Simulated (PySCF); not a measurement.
**Electron correlation in Sb³³⁺ (antimony, charge +33)**

[Ar], closed-shell 1S. All numbers are calculated (PySCF 2.14, scalar relativity by spin-free X2C-1e, in an uncontracted even-tempered set (18 s from 5.3 bohr⁻², ratio 2.5; 12 p from 6.9 bohr⁻², ratio 2.5; 5 d from 32 bohr⁻², ratio 2.7; 4 f from 47 bohr⁻², ratio 2.7)). Frozen: 1s2; 16 electrons correlated; the 21 highest virtual orbitals of each spin left out.

```
  level  correlation energy (mhartree)
   CCSD                        -645.28
    (T)                          -1.30
CCSD(T)                        -646.58
```

Diagnostics: T1 = 0.00037, D1 = 0.0009, largest double amplitude 0.016.

Is a single reference adequate?

Yes, within this model without spin-orbit coupling: T1 lies below 0.03 and no double amplitude reaches 0.07.

At this charge the one-electron X2C treatment keeps the bare 1/r₁₂, with no two-electron picture change or Breit term. The effect here is smaller than on the frozen 1s shell; and a scalar Hamiltonian misses the large spin-orbit splitting of the p shells, which matters for ns² → np² pairs.
